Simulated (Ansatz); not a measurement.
C2H6FNSn, SMILES `C=C(F)[NH][SnH3]` at its PBE0-D4/def2-TZVP geometry, where that method's forces vanish. Charge 0, multiplicity 1. Sn takes the def2 core potential.

```xyz
11

C     1.6425    1.2441   -0.9882
C     0.5489    0.5861   -0.6113
F    -0.4849    0.4808   -1.4761
N     0.2367   -0.0417    0.5506
Sn   -1.4730   -1.1197    0.8162
H     2.4832    1.3390   -0.3172
H     1.6903    1.6909   -1.9689
H     0.9630   -0.0266    1.2463
H    -1.2713   -1.7204    2.3979
H    -2.8026   -0.0672    0.6925
H    -1.5327   -2.3653   -0.3418
```

Problem. What forces (eV/Å) does r2SCAN-D4/def2-TZVPP give on these atoms in the Gaussian-basis code of Ansatz? (Best estimate.)

Solution. Ansatz gave: 
```
C1   0.220  0.140 -0.091
C2   0.182 -0.003  0.185
F3  -0.323 -0.050 -0.231
N4  -0.011 -0.027  0.097
Sn5 -0.106 -0.067  0.015
H6  -0.023 -0.008 -0.007
H7  -0.006 -0.011  0.023
H8   0.038  0.001  0.030
H9   0.010  0.012 -0.013
H10  0.012  0.003 -0.005
H11  0.006  0.009 -0.003
```
